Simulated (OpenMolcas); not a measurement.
## Ni4+ in a point-charge field

Ni4+ among 6 point charges of -2.2 e arranged as a trigonal prism (D3h), 1.86 Å from the ion, with a polar angle of 42.2° against the regular 49.1°.

```json
{
  "Program": "OpenMolcas",
  "Method": "CASSCF",
  "Basis": "ANO-RCC-VDZP [5s4p2d1f]",
  "Scalar Hamiltonian": "DKH2, point nucleus",
  "Active space": "6 electrons in 5 orbitals (3d)",
  "State averaging": "2S+1 = 5 even, 5 roots; 2S+1 = 3 even, 45 roots; 2S+1 = 1 even, 50 roots",
  "Spin-orbit coupling": "RASSI with atomic mean-field integrals over the reference wave functions"
}
```

The lowest spin-free states (labels of D3, the rotations of D3h), above the lowest:

| State | Degeneracy | E (cm-1) | Free-ion L (%) |
| --- | --- | --- | --- |
| 5E | 2 | 0.0 | D (100) |
| 5A1 | 1 | 10195 | D (100) |
| 5E | 2 | 10232 | D (100) |
| 3E | 2 | 31120 | H (64) |
| 3A2 | 1 | 31292 | H (84) |
| 3A1 | 1 | 31293 | H (84) |
| 3E | 2 | 31556 | H (82) |
| 3A2 | 1 | 31932 | H (78) |
| 3E | 2 | 32490 | H (77) |
| 3E | 2 | 36792 | P (49) |
| 3E | 2 | 37066 | F (84) |
| 3A2 | 1 | 37426 | P (96) |
| 3A2 | 1 | 37818 | F (95) |
| 3A1 | 1 | 37822 | F (95) |
| 3E | 2 | 38565 | H (100) |
| 3E | 2 | 39545 | G (54) |
| 3A1 | 1 | 40397 | G (86) |
| 3A2 | 1 | 42009 | F (81) |
| 3E | 2 | 42804 | G (74) |
| 1A1 | 1 | 42863 | I (95) |

The lowest levels with spin-orbit coupling:

| E (cm-1) | Degeneracy | Label | 2S+1 | g |
| --- | --- | --- | --- | --- |
| 0.0 | 2 | E | 5 | 0.00 0.00 12.00 |
| 421.6 | 2 |  | 5 | 0.00 0.00 8.01 |
| 839.9 | 2 | E | 5 | 0.00 0.00 4.00 |
| 1255 | 2 | E | 5 |  |
| 1668 | 1 | A1 | 5 |  |
| 1669 | 1 | A2 | 5 |  |
| 10231 | 1 | A1 | 5 |  |
| 10278 | 2 | E | 5 | 0.00 0.00 3.50 |
| 10422 | 2 | E | 5 | 0.00 0.00 6.85 |
| 10667 | 2 |  | 5 | 0.00 0.00 10.00 |
| 11340 | 1 | A2 | 5 |  |
| 11359 | 2 | E | 5 | 0.00 0.00 4.06 |
| 11518 | 2 | E | 5 | 0.00 0.00 7.15 |
| 12027 | 2 | E | 5 | 0.00 0.00 4.44 |
| 12093 | 1 | A1 | 5 |  |
| 31418 | 2 | E | 3 | 0.00 0.00 5.97 |
| 31526 | 2 | E | 3 | 0.00 0.00 10.00 |
| 31728 | 2 |  | 3 | 0.00 0.00 8.00 |
| 31837 | 2 | E | 3 | 0.00 0.00 2.23 |
| 31973 | 1 | A1 | 3 |  |

Powder χT (cm3 K/mol): 4.51 at 2 K, 4.54 at 10 K, 4.68 at 50 K, 4.85 at 100 K, 5.06 at 200 K, 5.11 at 300 K. The effective moment at 300 K is 2.828 √(χT) = 6.39 μB.

The lowest level has 2S+1 = 5, for which the spin-only value is χT = S(S+1) / 2 = 3.000 cm3 K/mol (g = 2). The computed 5.109 at 300 K differs by +2.109, through orbital momentum, spin-orbit coupling and any other state in reach.

An orbital doublet at a regular site is open to a Jahn-Teller distortion, which this geometry leaves out. Without dynamic correlation the repulsion within the d shell is too large (B by tens of per cent), so at a given field states of lower spin stand too high. Point charges give a weaker field than real ligands, and real ions of this kind are often low spin; the high spin found here belongs to the model. This is an electrostatic model: the charges have no orbitals. No measured value stands beside these numbers.

With an even number of electrons the g values are those of a degenerate or nearly degenerate non-Kramers pair.
